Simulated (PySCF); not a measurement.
**Correlation energy of As²⁺ (arsenic, charge +2)**

[Ar] 3d10 4s1 4p2, high-spin 4P determinant (an excited configuration). All numbers are calculated (PySCF 2.14, no relativity, point nucleus, in def2-TZVPPD). Frozen: [Ar] 3d10; 3 electrons correlated.

MP2 pair energies summed by pair of shells (mhartree):

```csv
pair,energy,share (%)
4p-4p,-5.43,60.8
4s-4p,-3.50,39.2
```

Total MP2 correlation energy: -8.93 mhartree.

Same-spin part -8.93 and opposite-spin part 0.00 mhartree; SCS-MP2 scales them by 1/3 and 6/5 to -2.98 mhartree.
